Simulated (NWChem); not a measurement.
Species: SiH cation, singlet

Program: NWChem. Low-valent species are run as closed-shell singlets; no triplet was tried in these runs. The geometry was optimised at PBE0-D3(BJ)/def2-TZVP. Vertical excitations in the gas phase; the lowest state need not have the same character in each row.

| level | lowest excitation, singlet (eV) | oscillator strength of that lowest state | lowest state with f > 0.02, singlet (eV) | lowest triplet (eV) | orbital gap (eV) |
|---|---|---|---|---|---|
| PBE/def2-SVPD, TDA | 3.30 | 0.021 | 3.30 | 1.93 | 2.72 |
| B3LYP/def2-SVPD, TDA | 3.39 | 0.023 | 3.39 | 2.04 | 4.44 |
| LDA (Slater exchange, VWN5)/def2-SVPD, TDA | ___ | 0.019 | ___ | 2.03 | ___ |

**Question.** Complete the blanks.

**Answer.** 
- LDA (Slater exchange, VWN5)/def2-SVPD, TDA, lowest excitation, singlet (eV): 3.20
- LDA (Slater exchange, VWN5)/def2-SVPD, TDA, lowest state with f > 0.02, singlet (eV): 9.63
- LDA (Slater exchange, VWN5)/def2-SVPD, TDA, orbital gap (eV): 2.55
